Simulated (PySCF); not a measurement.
## `FC(F)O[C@H]([SiH3])C[SiH3]`: 4 charge schemes on one density

C3H10F2OSi2.
Z-matrix (Å and degrees, GFN2-xTB geometry), rows numbered from 1:
```
F 
C   1  1.3424
F   2  1.3697  1  105.22
O   2  1.3296  1  109.04  3  -120.86
C   4  1.4536  2  116.23  1  -164.27
Si  5  1.9204  4  108.19  2   -93.90
C   5  1.5212  4  106.44  2   143.37
Si  7  1.9092  5  110.55  4   -44.51
H   2  1.1098  1  108.55  3   113.12
H   5  1.0988  4  107.32  2    27.02
H   6  1.4590  5  106.56  4   -51.48
H   6  1.4643  5  106.34  4  -170.61
H   6  1.4594  5  109.55  4    70.19
H   7  1.0895  5  108.53  4  -167.44
H   7  1.0901  5  109.44  4    76.09
H   8  1.4651  7  107.50  5  -163.76
H   8  1.4678  7  108.13  5   -46.33
H   8  1.4576  7  111.23  5    75.57
```

Density: PBE0/pcSseg-1 (PySCF); schemes: Mulliken, IAO, Hirshfeld and ESP-fitted. Isolated species at its GFN2-xTB geometry (one conformer only).

Problem. Which atoms carry the highest charge in the Mulliken, IAO, Hirshfeld and ESP-fitted schemes?

Solution. The schemes don't all agree: Mulliken C2 (+0.691); IAO C2 (+0.610); Hirshfeld Si8 (+0.305); ESP-fitted C2 (+0.451).

Problem. Which atoms carry the lowest charge in the Mulliken, IAO, Hirshfeld and ESP-fitted schemes?

Solution. All schemes agree: Mulliken C7 (-0.487); IAO C7 (-0.537); Hirshfeld C7 (-0.161); ESP-fitted C7 (-0.354).

Problem. At which atom do the 4 schemes differ most?

Solution. At C2: from +0.202 (Hirshfeld) to +0.691 e (Mulliken), 0.489 e apart.

Problem. Tabulate the Mulliken, IAO, Hirshfeld and ESP-fitted charges.

Solution. In e:

```tsv
atom	environment	Mulliken	IAO	Hirshfeld	ESP-fitted
F1	fluorine of a CF2 group	-0.277	-0.289	-0.105	-0.207
C2	CHF2 carbon	+0.691	+0.610	+0.202	+0.451
F3	fluorine of a CF2 group	-0.311	-0.324	-0.118	-0.228
O4	ether oxygen	-0.477	-0.366	-0.116	-0.242
C5	sp3 carbon bound to oxygen	-0.256	-0.168	-0.031	-0.065
Si6	SiH3 silicon	+0.533	+0.597	+0.304	+0.346
C7	sp3 carbon bound to silicon	-0.487	-0.537	-0.161	-0.354
Si8	SiH3 silicon	+0.513	+0.604	+0.305	+0.405
H9	methine hydrogen	+0.074	+0.118	+0.043	+0.058
H10	methine hydrogen	+0.139	+0.128	+0.037	+0.116
H11	Si–H hydrogen	-0.064	-0.104	-0.067	-0.057
H12	Si–H hydrogen	-0.089	-0.123	-0.077	-0.100
H13	Si–H hydrogen	-0.064	-0.102	-0.074	-0.077
H14	methylene hydrogen	+0.155	+0.157	+0.049	+0.131
H15	methylene hydrogen	+0.159	+0.149	+0.043	+0.131
H16	Si–H hydrogen	-0.090	-0.121	-0.081	-0.114
H17	Si–H hydrogen	-0.097	-0.126	-0.080	-0.105
H18	Si–H hydrogen	-0.051	-0.103	-0.073	-0.087
```

Mean size of the charges over all atoms: IAO 0.263 e, Mulliken 0.252 e, ESP-fitted 0.182 e, Hirshfeld 0.109 e. Each set sums to the total charge, 0, to within 0.001 e. The Hirshfeld scheme divides the density at each point in proportion to the densities of the neutral, spherically averaged free atoms.

Problem. How many electrons does the IAO scheme count on C2?

Solution. Z − q = 6 − (+0.610) = 5.390.

Problem. Sum the charges by element, for elements with more than one atom.

Solution. 
```
element  atoms  Mulliken     IAO  Hirshfeld  ESP-fitted
      F      2    -0.589  -0.613     -0.223      -0.436
      C      3    -0.052  -0.095     +0.010      +0.031
     Si      2    +1.046  +1.201     +0.609      +0.751
      H     10    +0.072  -0.128     -0.280      -0.105
```

These values come from a run that also computed NMR shieldings. The run took 63 s of wall time on Arm Neoverse N1, one thread, no GPU (shared host), and the process peaked at 0.91 GiB of memory.
